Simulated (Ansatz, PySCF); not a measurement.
Dimer: CH3Cl (SMILES CCl) (first 5 atoms) with H2 (SMILES [H][H]); geometry from B3LYP-D3(BJ)/def2-TZVP, rigid monomers moved along the line of their centres of mass till Cl2···H7 is 2.70 Å.
(charge 0, multiplicity 1):
```xyz
7

C     -0.2693     1.0804    -0.4277
Cl    -0.1522    -0.7034    -0.2695
H     -1.1997     1.3174    -0.9347
H     -0.2559     1.5117     0.5687
H      0.5809     1.4279    -1.0066
H     -0.1045     0.3764     2.9504
H     -0.0974    -0.0795     2.3612
```

Quantity: the interaction energy.

Counterpoise-corrected where a basis set is named; no monomer relaxation.

Frozen-core correlation. CBS(a, b) extrapolates the correlation energy as X⁻³ and adds the Hartree–Fock energy of set b.

The values were computed with Ansatz (Gaussian orbitals); PySCF for the dispersion terms. Values without a source in brackets are computed.

Costs are ratios of core time to PBE/def2-TZVPPD (roughly 2.5 s), for whole runs (searches for the state included, and forces where a run took them) on one shared machine, so rough; each difference counts from -19.2 meV (CCSD(T)/CBS(aug-cc-pV(D+d)Z, aug-cc-pV(T+d)Z), a level with limits of its own).

A star marks coupled-cluster runs past 200 virtual orbitals, where the program's memory plan changes under this machine's limit, so their costs aren't comparable with smaller runs.

```json
[
 {"level": "PBE/def2-TZVPPD", "basis functions": "173", "cost": "×1", "difference (meV)": "9.6"},
 {"level": "PBE-D3(BJ)/def2-TZVPPD", "basis functions": "173", "cost": "×1", "difference (meV)": "-13.1"},
 {"level": "PBE0/def2-TZVPPD", "basis functions": "173", "cost": "×1", "difference (meV)": "13.8"},
 {"level": "PBE0-D3(BJ)/def2-TZVPPD", "basis functions": "173", "cost": "×1", "difference (meV)": "-6.4"},
 {"level": "B3LYP/def2-TZVPPD", "basis functions": "173", "cost": "×1", "difference (meV)": "37.8"},
 {"level": "B3LYP-D3(BJ)/def2-TZVPPD", "basis functions": "173", "cost": "×1", "difference (meV)": "1.9"},
 {"level": "r2SCAN/def2-TZVPPD", "basis functions": "173", "cost": "×2", "difference (meV)": "18.8"},
 {"level": "r2SCAN-D3(BJ)/def2-TZVPPD", "basis functions": "173", "cost": "×2", "difference (meV)": "11.1"},
 {"level": "wB97X-V/def2-TZVPPD", "basis functions": "173", "cost": "×3", "difference (meV)": "4.1"},
 {"level": "CCSD(T)/aug-cc-pV(D+d)Z", "basis functions": "100", "cost": "×3", "difference (meV)": "19.9"},
 {"level": "wB97M-V/def2-TZVPPD", "basis functions": "173", "cost": "×3", "difference (meV)": "4.0"},
 {"level": "CCSD(T)/aug-cc-pV(T+d)Z", "basis functions": "216", "cost": "×200*", "difference (meV)": "5.7"}
]
```

With a budget of 30 times the cost of PBE/def2-TZVPPD, the closest level: B3LYP-D3(BJ)/def2-TZVPPD, at 1.9 meV; next is wB97M-V/def2-TZVPPD at 4.0 meV.

With a budget of 10 times the cost of PBE/def2-TZVPPD, the closest level: B3LYP-D3(BJ)/def2-TZVPPD, at 1.9 meV; next is wB97M-V/def2-TZVPPD at 4.0 meV.

Ansatz is an electronic-structure program.
